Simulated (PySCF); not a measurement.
A spin–spin coupling run with PySCF 2.14 (density fitting, non-relativistic, gas phase) on `FB(F)c1ccco1`, C$_{4}$H$_{3}$BF$_{2}$O:

```
$ OMP_NUM_THREADS=1 python probes_run.py task.json out

{"job": {"kind": "j", "xc": "B3LYP", "basis": "def2-TZVP"}, "charge": 0, "multiplicity": 1}
F      2.789063    -0.611447     0.877416
B      2.087253     0.261909     0.175023
F      2.735326     1.265550    -0.381686
C      0.569985     0.096854     0.026003
C     -0.307295    -0.851917     0.499438
C     -1.600514    -0.482115     0.045134
C     -1.416888     0.666097    -0.677528
O     -0.130940     1.018182    -0.695963
H     -0.038695    -1.713674     1.107608
H     -2.543958    -0.992399     0.224628
H     -2.103468     1.315852    -1.216127
```

Hardware: 1 thread of an Arm Neoverse V1, shared host. The job also computes field gradients.

Question: How large is the calculation?

Answer: 58 electrons, 266 basis functions and 772 auxiliary functions.

Question: How long does it take, and how much memory does it need?

Answer: 61 s of wall time, with 14 SCF cycles; peak memory 1.1 GiB. Times on a shared host scatter by some tens of per cent.

Question: And these other runs on the same molecule and hardware: GIAO shielding at B3LYP/pcSseg-1; GIAO shielding at BP86/pcSseg-1; GIAO shielding at CAM-B3LYP/pcSseg-1; GIAO shielding at HF/pcSseg-1; GIAO shielding at LC-wPBE/pcSseg-1; GIAO shielding at LDA/pcSseg-1?

Answer: B3LYP/pcSseg-1: 151 functions, 14 s; BP86/pcSseg-1: 151 functions, 21 s; CAM-B3LYP/pcSseg-1: 151 functions, 19 s; HF/pcSseg-1: 151 functions, 7.2 s; LC-wPBE/pcSseg-1: 151 functions, 25 s; LDA/pcSseg-1: 151 functions, 17 s.
